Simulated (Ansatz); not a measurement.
C4H9LiO, charge -1, doublet, geometry from GFN2-xTB (such geometries of metal compounds can be far from the true shape) (a state made from the parent by changing its charge; the spin is typed, not shown lowest) (a gas-phase anion, which may not be bound at this level); Ansatz (an electronic-structure program) with B3LYP/6-31+G*.

Ansatz was given this input:
Ansatz 0.2 input:
```yaml
crystal:
  periodic: [false, false, false]
  atoms:
    - {symbol: Li, position_ang: [1.01914719, 1.96511518, 2.02962093]}
    - {symbol: O, position_ang: [0.42525215, 0.81996935, 0.84688519]}
    - {symbol: C, position_ang: [-0.02303407, -0.04441420, -0.04587211]}
    - {symbol: C, position_ang: [1.00456360, -1.18741221, -0.31372590]}
    - {symbol: C, position_ang: [-1.34933231, -0.72249792, 0.41811336]}
    - {symbol: C, position_ang: [-0.31499227, 0.63776187, -1.41829453]}
    - {symbol: H, position_ang: [0.63768630, -1.90422918, -1.05132520]}
    - {symbol: H, position_ang: [1.21056439, -1.71112513, 0.61918768]}
    - {symbol: H, position_ang: [1.93793089, -0.75456600, -0.67220735]}
    - {symbol: H, position_ang: [-1.17747962, -1.23946630, 1.36164377]}
    - {symbol: H, position_ang: [-1.72329582, -1.43791531, -0.31728280]}
    - {symbol: H, position_ang: [-2.10541501, 0.04402891, 0.58489126]}
    - {symbol: H, position_ang: [0.59923216, 1.09708597, -1.79280002]}
    - {symbol: H, position_ang: [-1.05606975, 1.42402205, -1.27815750]}
    - {symbol: H, position_ang: [-0.68584198, -0.07356057, -2.15921905]}
basis:
  gaussian:
    orbitals: 6-31+G_.json
hamiltonian:
  xc: b3lyp
total_charge: -1
magnetization: {spin_polarized: true, initial_magnetization: 1}
```
The basis file holds 6-31+G* in the JSON format of the Basis Set Exchange.

What the program printed (banner, timings and long lists left out):

```
Functional definition: B3LYP
1469 factors; their error is unknown
mean field evaluation 1: about -6539.6169 eV, gradient 4.5e1 eV
mean field evaluation 2: about -6405.0986 eV, gradient 1.2e2 eV
mean field evaluation 4: about -6547.3226 eV, gradient 1.5e1 eV
mean field evaluation 8: about -6548.6947 eV, gradient 2.4e-1 eV
mean field evaluation 16: about -6548.6530 eV, gradient 1.5e-3 eV
mean field evaluation 32: about -6547.8808 eV, gradient 3.4e-3 eV
mean field evaluation 64: about -6547.8804 eV, gradient 1.3e-1 eV
mean field evaluation 96: about -6547.8808 eV, gradient 9.0e-3 eV
mean field evaluation 128: about -6548.5689 eV, gradient 1.6e0 eV
mean field -6548.65300448 eV, -240.6585590784 hartree, gradient 2.2e-5 eV, S^2 0.750072; 11 other end points of the search recorded, 0 dependent functions left out
reference -6548.65332790 eV, -240.6585709638 hartree; 23, 22 occupied and 109, 110 virtual orbitals, 1469 factors
Total energy: -6548.65332790 eV, -240.6585709638 hartree
```
